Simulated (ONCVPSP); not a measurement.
**arsenic (As) ONCV: all-electron and pseudo phase curves**

ONCVPSP 4.0.1 input, shortened (lines: element, Z, core and valence counts, functional; n l f; lmax; l rc ep ncon nbas qcut; lloc lpopt rc5 dvloc0; l nproj debl; icmod fcfact rcfact), PW91, scalar-relativistic:

```
  As 33.00    5    3  -109134      upf
    1    0    2.00
    2    0    2.00
    2    1    6.00
    3    0    2.00
    3    1    6.00
    3    2   10.00
    4    0    2.00
    4    1    3.00
    3
    0    1.35    0.00    3    6    4.30
    1    2.15    0.00    4    7    4.60
    2    1.20    0.00    5    9   10.70
    3    2.10    0.06    4    7    4.80
    4    5    1.15    6.00
    0    2    2.60
    1    2    1.00
    2    3    1.40
    3    2    3.70
    0    0.00    0.00
```

In the d channel the program set the typed energies aside and used -1.497, 0.250, 1.650 Ha.

The phase is arctan(r·R′/R) of the radial function R(r), unwrapped; energies in Ha, scanned from -3 to 5 Ha. A pole is an energy at which the radial function vanishes at the test radius. The pseudo phase is shifted by a multiple of π to meet the all-electron one at the reference energy, and phase errors are pseudo minus all-electron; the curves can meet again beyond the range given. Levels narrower than the energy grid can be missing from the lists of poles.

Question: For each channel, where are the poles, and over which energies does the pseudopotential scatter like the atom?

Answer:

```json
{"channel": "s", "radius (bohr)": "1.37", "reference energy (Ha)": "-0.54", "poles, all-electron": "none", "poles, pseudo": "4.46", "unbroken range about the reference energy with phases within 0.05 rad": "below 4.6", "phase error 1 Ha above the reference energy (rad)": "-0.001"}
{"channel": "p", "radius (bohr)": "2.19", "reference energy (Ha)": "-0.19", "poles, all-electron": "0.99", "poles, pseudo": "0.99", "unbroken range about the reference energy with phases within 0.05 rad": "below 2.8", "phase error 1 Ha above the reference energy (rad)": "+0.000"}
{"channel": "d", "radius (bohr)": "1.22", "reference energy (Ha)": "-1.50", "poles, all-electron": "-0.93", "poles, pseudo": "-0.93", "unbroken range about the reference energy with phases within 0.05 rad": "the whole range", "phase error 1 Ha above the reference energy (rad)": "+0.000"}
{"channel": "f", "radius (bohr)": "2.14", "reference energy (Ha)": "0.06", "poles, all-electron": "3.19", "poles, pseudo": "3.19", "unbroken range about the reference energy with phases within 0.05 rad": "the whole range", "phase error 1 Ha above the reference energy (rad)": "+0.000"}
```

Note: no bound ghost flagged; GHOST(+) flagged for s at 132.7 eV.

Phases in the p channel:

```json
{"E (Ha)": "-2.98", "all-electron": "1.314", "pseudo": "1.313"}
{"E (Ha)": "-2.54", "all-electron": "1.279", "pseudo": "1.279"}
{"E (Ha)": "-2.10", "all-electron": "1.229", "pseudo": "1.228"}
{"E (Ha)": "-1.66", "all-electron": "1.145", "pseudo": "1.144"}
{"E (Ha)": "-1.22", "all-electron": "0.977", "pseudo": "0.977"}
{"E (Ha)": "-0.78", "all-electron": "0.516", "pseudo": "0.516"}
{"E (Ha)": "-0.34", "all-electron": "-0.620", "pseudo": "-0.620"}
{"E (Ha)": "0.10", "all-electron": "-1.236", "pseudo": "-1.236"}
{"E (Ha)": "0.54", "all-electron": "-1.452", "pseudo": "-1.452"}
{"E (Ha)": "0.98", "all-electron": "-1.568", "pseudo": "-1.568"}
{"E (Ha)": "1.42", "all-electron": "-1.657", "pseudo": "-1.657"}
{"E (Ha)": "1.86", "all-electron": "-1.753", "pseudo": "-1.754"}
{"E (Ha)": "2.30", "all-electron": "-1.902", "pseudo": "-1.907"}
{"E (Ha)": "2.74", "all-electron": "-2.271", "pseudo": "-2.311"}
{"E (Ha)": "3.18", "all-electron": "-3.459", "pseudo": "-3.607"}
{"E (Ha)": "3.62", "all-electron": "-4.223", "pseudo": "-4.289"}
{"E (Ha)": "4.06", "all-electron": "-4.446", "pseudo": "-4.487"}
{"E (Ha)": "4.50", "all-electron": "-4.545", "pseudo": "-4.582"}
{"E (Ha)": "4.94", "all-electron": "-4.603", "pseudo": "-4.642"}
```
